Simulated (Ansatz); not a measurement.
Z-matrix (Å, degrees):
```
Si
Al 1 2.409
Se 1 2.551 2 62.4
N 1 1.701 2 125.6 3 98.0
H 1 1.488 2 127.7 3 -78.0
H 2 1.587 1 113.1 3 -96.2
H 2 1.584 1 118.8 3 99.5
H 3 1.469 1 91.3 2 -94.2
H 4 1.007 1 123.5 2 -148.6
H 4 1.006 1 121.3 2 11.6
```

The species carries charge 0 and has multiplicity 1. The bonds changed during the relaxation, so this is another structure than the one it started from.

Problem. List the r2SCAN/def2-TZVPP orbital energies in eV (Ansatz). (An estimate is asked.)

Solution. The calculation gave: Occupied: -12334.36, -1791.49, -1575.01, -1516.54, -1412.25, -1412.21, -1412.19, -385.43, -211.12, -154.57, -154.44, -154.36, -141.88, -110.05, -96.83, -96.72, -96.65, -70.33, -70.23, -70.15, -54.92, -54.88, -54.83, -54.73, -54.72, -22.73, -18.40, -13.66, -13.13, -10.90, -10.27, -9.64, -8.35, -7.48, -7.30, -6.68, -5.91. Lowest empty: -1.12, -0.97, -0.42, -0.16, 0.41, 1.17, 1.28, 2.25.
